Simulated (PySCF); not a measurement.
Calculated NMR data

All values are calculated (PySCF): σ from GIAO-PBE0/pcSseg-1, structure optimised with GFN2-xTB. Single conformer, one averaged value for each set of equivalent atoms, no relativistic terms, gas phase.

Shifts are taken against calculated references (same method and geometry level): 1H (σ = 31.72 ppm) and 13C (σ = 186.93 ppm) against TMS. Splittings of carbon signals by F and P are missing where no couplings were computed. Where no couplings were computed, multiplicities follow the n + 1 count of equivalent neighbours, and m marks all less simple cases (inequivalent or close neighbours, rings, F or P nearby). Shifts are as computed. Against solution values, carbons near 30 ppm lie about +3 ppm off and those near 130 ppm about +5 ppm (rms about the fit 2.1 ppm; single classes can miss by 10 ppm). Of 1328 compounds with measured shifts, 309 miss one by over three times the rms of a fit or turn the order of signals round; such compounds aren't used in these exercises. Signals without a measured value on file couldn't be tested in this way; 1H shifts scatter by 0.2 ppm about their fit, and single ones miss by 0.5 ppm. OH and NH positions are gas-phase values without hydrogen bonding to other molecules.

**1.** SMILES N[SiH2]C(F)F, CH$_{5}$F$_{2}$NSi. 1H NMR (500 MHz, computed): δ 6.50 (m, 1H), 4.78 (m, 2H), 0.25 (br s, 2H). 13C{1H} NMR (computed): δ 127.5 (CH).

**2.** `[H]/N=C\C(F)=C\C(F)F`, C$_{4}$H$_{4}$F$_{3}$N. 1H NMR (500 MHz, computed): δ 12.28 (br s, 1H), 8.15 (m, 1H), 7.00 (m, 1H), 5.69 (m, 1H). 13C{1H} NMR (computed): δ 164.7 (C), 164.5 (CH), 116.0 (CH), 111.2 (CH).
